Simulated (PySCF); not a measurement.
Dipole response of Tl⁶⁵⁺ (thallium, charge +65)

[Ne] 3s2 3p4, high-spin 3P determinant. Calculation: PySCF 2.14, in an even-tempered Gaussian basis (17 s from 18 bohr⁻², ratio 2.5; 12 p from 24 bohr⁻², ratio 2.5; 4 d from 97 bohr⁻², ratio 2.7; 4 f from 150 bohr⁻², ratio 2.7); the spin-free X2C one-electron Hamiltonian (Gaussian nucleus). Coupled (time-dependent) response in atomic units; α is the mean over directions.

```tsv
method	mean α (bohr³)	α xx, yy, zz	C₆ (like pair)	S(−4)
UHF	0.001082	0.001291, 0.0006636, 0.001291	3.174e-05	1.271e-06
PBE0	0.001079	0.001284, 0.0006680, 0.001284	3.161e-05	1.271e-06
```

S(−4) is the Cauchy moment in α(ω) = α(0) + S(−4) ω² + …

Spin-orbit coupling is absent.

α(iu) at PBE0:

```csv
u (hartree),α(iu) (bohr³)
0,0.001079
4.00,0.001059
8.00,0.001005
16.0,0.0008447
24.0,0.0006826
32.0,0.0005505
40.0,0.0004503
60.0,0.0002972
80.0,0.0002188
120,0.0001451
200,9.026e-05
```

A single London oscillator, α(iu) = α/(1 + u²/ω²), gives C₆ = (3/4) ω α². Matching the computed C₆ needs ω = 4 × 3.161e-05 / (3 × 0.001079²) = 36.2 hartree.

For an ion, C₆ is the dispersion term alone; charge-induced terms of lower order in 1/R come first.

The components differ because the open shell of this determinant is not spherical; for a pure term their mean is the scalar polarisability.

Spin-orbit coupling is strong in this species (close to jj coupling), so the high-spin LS determinant is a model state, not a physical level.
